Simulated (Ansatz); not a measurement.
Coupled-cluster diagnostics for [WO3Br]- (WBrO₃⁻), Ansatz.

Geometry of the singlet (B3LYP-D4/def2-SVPD):

```
atom   x (Å)   y (Å)   z (Å)
  W1   0.110  -0.072  -0.080
  O2  -0.597  -1.351  -1.046
  O3   0.914   1.073  -1.135
  O4   1.283  -0.762   1.024
 Br5  -1.710   1.112   1.236
```

In the def2 sets W takes a core potential; there is no spin–orbit coupling. Correlated methods freeze 12 core orbitals; core or outer-core shells of W, Br are correlated, in sets that lack core-valence functions.

**Question.** Estimate the CCSD(T) correlation energy, the shares of MP2 and (T), T1 and the reference's ⟨S²⟩ for: charge -1, singlet, own geometry in def2-SVPD; and the rough time on 4 threads of Arm Neoverse V1 on a shared host.

**Answer.** 
| state | basis | correlation (eV) | MP2 share (%) | (T) share (%) | T1 | ⟨S²⟩ (pure) | wall time | remarks |
| --- | --- | --- | --- | --- | --- | --- | --- | --- |
| charge -1, singlet, own geometry | def2-SVPD | -33.964 | 101.6 | 5.1 | 0.021 | 0.00 (0.00) | 46 s | test for broken spin undecided |
Customary marks for T1 are 0.02 (closed shells), 0.045 (open shells) and about 0.05 (3d metals). T1 exceeds 0.02 in 1 of 1 rows and 0.045 in 0; the higher it lies, the less the single-reference result can be trusted.
